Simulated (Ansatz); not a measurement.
`C=[CH][SnH2][Cl]` + `C[SiH2][TeH]` → `C=C[Te][SiH2]C` + `[Cl][SnH3]` at 298.15 K and 1 bar (substitution at a C–Sn bond).

Program: Ansatz. Geometries: PBE0-D4/def2-TZVP. ΔE: electronic, gas phase. CCSD(T)/CBS is the MP2 limit (def2-TZVPP, def2-QZVPP) plus CCSD(T) − MP2 in def2-TZVPP, frozen cores. def2 core potentials past Kr. For Sn, Te outer-core shells are correlated without core-valence functions, which leaves a few kJ/mol of doubt a bond. Each species was taken in one conformer, which may not be the lowest.

```
           species  CCSD(T)/CBS energy (Eh)  H − E (kJ/mol)  S (J/(mol·K))
`C=[CH][SnH2][Cl]`               -752.92130           168.6          350.1
    `C[SiH2][TeH]`               -598.49179           177.8          335.2
  `C=C[Te][SiH2]C`               -675.77875           277.5          401.6
      `[Cl][SnH3]`               -675.62576            69.1          276.0
```

H − E and S are ideal-gas, rigid-rotor, harmonic terms from PBE0-D4/def2-TZVP, for one conformer and one mirror image of each species. 1 Eh = 2625.50 kJ/mol, R = 8.31446 J/(mol·K).

Task: By hand: ΔE, ΔH, ΔS and ΔG.

Result: ΔE = (-675.77875) + (-675.62576) − (-752.92130) − (-598.49179) = 0.00858 Eh = 22.5 kJ/mol. Δ(H − E) = 277.5 + 69.1 − 168.6 − 177.8 = 0.2, so ΔH = 22.7 kJ/mol. ΔS = 401.6 + 276.0 − 350.1 − 335.2 = -7.7 J/(mol·K). ΔG = 22.7 − 298.15 × (-7.7)/1000 = 25.0 kJ/mol.

Task: By hand: the equilibrium constant, and the temperature at which ΔG would vanish if ΔH and ΔS stayed fixed.

Result: log₁₀ K = −ΔG/(RT ln 10) = -4.4. ΔH and −TΔS have one sign here, so there is no such temperature.

The number of gas molecules stays the same, so ΔS is small and ΔH decides. A doubt of 5 kJ/mol in ΔE shifts log₁₀ K by 0.9 here. Other conformers and mirror images would add mixing entropy, several J/(mol·K) or more a flexible species. Modes under 60 cm⁻¹, often nearly free rotors, make the harmonic entropy too high. These are equilibria of isolated gas molecules and say nothing of rates. Largest T1 diagnostic: 0.012 (customary marks: 0.02 for closed shells, 0.045 for open ones).

ΔS is within the doubt of such terms, so its sign, and with it that verdict, could turn.
